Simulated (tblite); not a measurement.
All values are computed: GFN2-xTB (tblite) harmonic vibrations without scaling, gas phase. Against measured fundamentals such values can be off by several per cent, at times by over 20. Modes of hydrogen on silicon and sulfur can be 10 to 20 % off. One conformer each. Thermal functions are those of the rigid rotor and harmonic oscillator, without mixing of conformers.

**Question.** Order these by their zero-point energy, highest first (kcal/mol).
A. `S[SiH]1C=CC=C1`
B. `C=C(Cl)[SiH2]OC`
C. `Cl[C@H]1CCO[SiH2]1`
D. `C=C(Cl)OC[SiH3]`
E. `c1ccc(C2CC2)pc1`
F. `O[SiH2][C@@H]1C[C@H]1Cl`

**Answer.** E (89.8), C (59.2), F (57.3), B (56.3), D (54.4), A (50.9).

```
                 SMILES  atoms  mass (u)  symmetry number  modes under 300 cm⁻¹  ZPE (kcal/mol)  S translation (cal/(mol K))  S rotation  S vibration      S    Cp
        c1ccc(C2CC2)pc1     18    136.04                1                     5            89.8                         43.2        30.7         37.9  111.8  53.4
     Cl[C@H]1CCO[SiH2]1     13    122.00                1                     3            59.2                         42.9        29.3         27.3   99.5  40.4
O[SiH2][C@@H]1C[C@H]1Cl     13    122.00                1                     5            57.3                         42.9        29.9         35.1  107.9  42.9
        C=C(Cl)[SiH2]OC     13    122.00                1                     6            56.3                         42.9        29.8         40.3  113.1  42.6
        C=C(Cl)OC[SiH3]     13    122.00                1                     5            54.4                         42.9        30.1         39.9  112.9  43.7
         S[SiH]1C=CC=C1     12    114.00                1                     3            50.9                         42.7        29.3         30.2  102.2  40.0
```

Entropies and Cp are for 500 K and 1 bar.
